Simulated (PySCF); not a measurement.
Bonds (- single, = double, # triple, : aromatic): C1=C2, C2-C3, C3-C4, C4=C5, C4-C6, C6-C7, C6-C3. C1 carries H8, H9; C2 carries H10; C3 carries H11; C5 carries H12, H13; C6 carries H14; C7 carries H15, H16, H17. Stereochemistry as in C=C[C@@H]1C(=C)[C@H]1C. H9, H13 are cis to C3; H8, H12 are trans to C3.

Geometry: GFN2-xTB; GIAO absolute shieldings from PySCF 2.14.0 with density-fitted response routines, gas phase, non-relativistic, averaged over equivalent atoms.

At CAM-B3LYP/6-31G-J (124 basis functions, 20 s wall time on 1 thread of an Arm Neoverse V1, shared host):
```
      atoms  σ (ppm)
         C4     43.9
         C2     44.5
         C1     72.4
         C5     83.1
         C3    162.3
         C6    172.9
         C7    173.5
        H10    27.33
        H13    27.35
        H12    27.35
         H9    27.57
         H8    27.84
        H11    31.32
        H14    31.55
H15/H16/H17    31.77
```

What do these become at HCTH407/def2-SVP?

Results:


```json
{"atoms": "C4", "σ at HCTH407/def2-SVP": "53.1", "change": "+9.2"}
{"atoms": "C2", "σ at HCTH407/def2-SVP": "57.3", "change": "+12.8"}
{"atoms": "C1", "σ at HCTH407/def2-SVP": "86.0", "change": "+13.6"}
{"atoms": "C5", "σ at HCTH407/def2-SVP": "93.7", "change": "+10.6"}
{"atoms": "C3", "σ at HCTH407/def2-SVP": "159.2", "change": "-3.1"}
{"atoms": "C6", "σ at HCTH407/def2-SVP": "168.5", "change": "-4.4"}
{"atoms": "C7", "σ at HCTH407/def2-SVP": "173.7", "change": "+0.2"}
{"atoms": "H10", "σ at HCTH407/def2-SVP": "26.50", "change": "-0.83"}
{"atoms": "H13", "σ at HCTH407/def2-SVP": "26.23", "change": "-1.12"}
{"atoms": "H12", "σ at HCTH407/def2-SVP": "26.21", "change": "-1.14"}
{"atoms": "H9", "σ at HCTH407/def2-SVP": "26.67", "change": "-0.90"}
{"atoms": "H8", "σ at HCTH407/def2-SVP": "26.88", "change": "-0.96"}
{"atoms": "H11", "σ at HCTH407/def2-SVP": "30.15", "change": "-1.17"}
{"atoms": "H14", "σ at HCTH407/def2-SVP": "30.38", "change": "-1.17"}
{"atoms": "H15/H16/H17", "σ at HCTH407/def2-SVP": "30.61", "change": "-1.16"}
```

The largest change is at C1 (terminal =CH2 carbon). Cost: 148 basis functions, 26 s wall time on 1 thread of an Arm Neoverse V1, shared host. The order of the carbon signals is the same at both levels.
